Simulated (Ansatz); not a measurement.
Sr6S5. Total charge 0; singlet. Geometry PBE-D4/def2-SVP.

```xyz
11

Sr   -3.765   -0.459   -0.308
Sr   -4.092   -3.762    1.991
Sr   -0.117   -3.060    2.203
Sr    3.237    2.859   -1.676
Sr   -1.710    3.293   -2.863
Sr    4.371   -1.003    1.434
S    -2.463   -1.526    1.949
S     4.666    1.159   -0.139
S    -3.616    1.563   -2.057
S     0.940    3.756   -2.777
S     2.549   -2.820    2.243
```

In the def2 sets Sr takes a core potential; there is no spin–orbit coupling. Another isomer (triplet) lies 5.10 eV lower at PBE0-D4/def2-TZVP; other spin states weren't run for this one.

**Question.** Estimate the orbital energies around the gap (eV) in Ansatz with PBE-D4/def2-TZVP, r2SCAN-D4/def2-TZVP, PBE0-D4/def2-TZVP.

**Answer.** 
```tsv
orbital	PBE-D4/def2-TZVP	r2SCAN-D4/def2-TZVP	PBE0-D4/def2-TZVP
HOMO−5	-4.42	-4.61	-5.41
HOMO−4	-4.36	-4.54	-5.35
HOMO−3	-4.35	-4.52	-5.34
HOMO−2	-4.26	-4.44	-5.27
HOMO−1	-4.24	-4.41	-5.24
HOMO	-3.27	-3.27	-3.72
LUMO	-2.26	-2.14	-1.83
LUMO+1	-1.99	-1.65	-1.43
LUMO+2	-1.78	-1.43	-1.25
LUMO+3	-1.77	-1.32	-1.17
LUMO+4	-1.58	-1.24	-0.98
LUMO+5	-1.50	-1.10	-0.92
```
